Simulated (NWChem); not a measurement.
System meant: C3H9B; SMILES C(C)(C)B

Input file for NWChem:

```
start job
memory heap 200 mb stack 900 mb global 1100 mb
geometry units angstroms noautosym nocenter noautoz
  B      0.004998     1.616147     0.088174
  H     -1.023195     2.226997     0.178279
  H      1.036972     2.220544     0.178553
  C      0.000264     0.095853    -0.266375
  C     -1.279691    -0.678369     0.099938
  C      1.275491    -0.686285     0.099634
  H      0.000509     0.220275    -1.377041
  H     -1.287420    -1.680862    -0.346477
  H     -1.358123    -0.807093     1.186769
  H     -2.179603    -0.150313    -0.233976
  H      2.178573    -0.163725    -0.234368
  H      1.276978    -1.688743    -0.346920
  H      1.353297    -0.815624     1.186437
end
basis spherical
  * library def2-svp
end
dft
  xc xtpss03 ctpss03
  iterations 150
end
property
  shielding 8 1 2 4 5 7 8 9 10
end
task dft property
```

End of the output:

```
 Vector   19  Occ=0.000000D+00  E= 8.947823D-02
              MO Center= -8.2D-04, -2.6D-01, -8.8D-03, r^2= 6.3D+00
   Bfn.  Coefficient  Atom+Function         Bfn.  Coefficient  Atom+Function
  ----- ------------  ---------------      ----- ------------  ---------------
    68      1.482599   7 H  s                27     -1.218090   4 C  s
    41      1.080093   5 C  s                55      1.080099   6 C  s
    78     -1.024110   9 H  s                98     -1.024103  13 H  s
    33      0.651739   4 C  pz                3      0.410524   1 B  s
    47      0.304342   5 C  pz               61      0.304316   6 C  pz

 center of mass
 --------------
 x =   0.00019426 y =   0.06481679 z =   0.01219336

 moments of inertia (a.u.)
 ------------------
         226.507859543309           0.011079759816           0.026535018433
           0.011079759816         229.414070323609           2.067971014396
           0.026535018433           2.067971014396         410.641941911469

     Multipole analysis of the density
     ---------------------------------

     L   x y z        total         alpha         beta         nuclear
     -   - - -        -----         -----         ----         -------
     0   0 0 0     -0.000000    -16.000000    -16.000000     32.000000

     1   1 0 0     -0.000785      0.000211      0.000211     -0.001206
     1   0 1 0     -0.241876      0.040270      0.040270     -0.322416
     1   0 0 1     -0.100213     -0.268661     -0.268661      0.437109

     2   2 0 0    -21.664523    -78.986321    -78.986321    136.308118
     2   1 1 0     -0.003521      0.012650      0.012650     -0.028822
     2   1 0 1     -0.000975      0.008014      0.008014     -0.017004
     2   0 2 0    -22.831857    -75.130601    -75.130601    127.429344
     2   0 1 1     -0.274542      0.668494      0.668494     -1.611531
     2   0 0 2    -19.834697    -20.112964    -20.112964     20.391231

          -----------------------------------------
          Chemical Shielding Tensors (GIAO, in ppm)
          -----------------------------------------

 ------------------------------------------------------------------------
  xtpss03: d2 not coded                    0
 ------------------------------------------------------------------------
 ------------------------------------------------------------------------
  current input line :
    28: task dft property
 ------------------------------------------------------------------------
 ------------------------------------------------------------------------
 This error has not yet been assigned to a category
 ------------------------------------------------------------------------
 For more information see the NWChem manual at https://nwchemgit.github.io

0: xtpss03: d2 not coded:Received an Error in Communication
```

Task: Find the fault in this run and fix the input.

Result: The run crashed. Cause: this functional's second derivatives, which shieldings need, aren't coded here; the fix takes a hybrid GGA instead. This input runs:
```
start job
memory heap 200 mb stack 900 mb global 1100 mb
geometry units angstroms noautosym nocenter noautoz
  B      0.004998     1.616147     0.088174
  H     -1.023195     2.226997     0.178279
  H      1.036972     2.220544     0.178553
  C      0.000264     0.095853    -0.266375
  C     -1.279691    -0.678369     0.099938
  C      1.275491    -0.686285     0.099634
  H      0.000509     0.220275    -1.377041
  H     -1.287420    -1.680862    -0.346477
  H     -1.358123    -0.807093     1.186769
  H     -2.179603    -0.150313    -0.233976
  H      2.178573    -0.163725    -0.234368
  H      1.276978    -1.688743    -0.346920
  H      1.353297    -0.815624     1.186437
end
basis spherical
  * library def2-svp
end
dft
  xc pbe0
  iterations 150
end
property
  shielding 8 1 2 4 5 7 8 9 10
end
task dft property
```
It converges to -144.26472 Ha (PBE0/def2-SVP, GIAO).
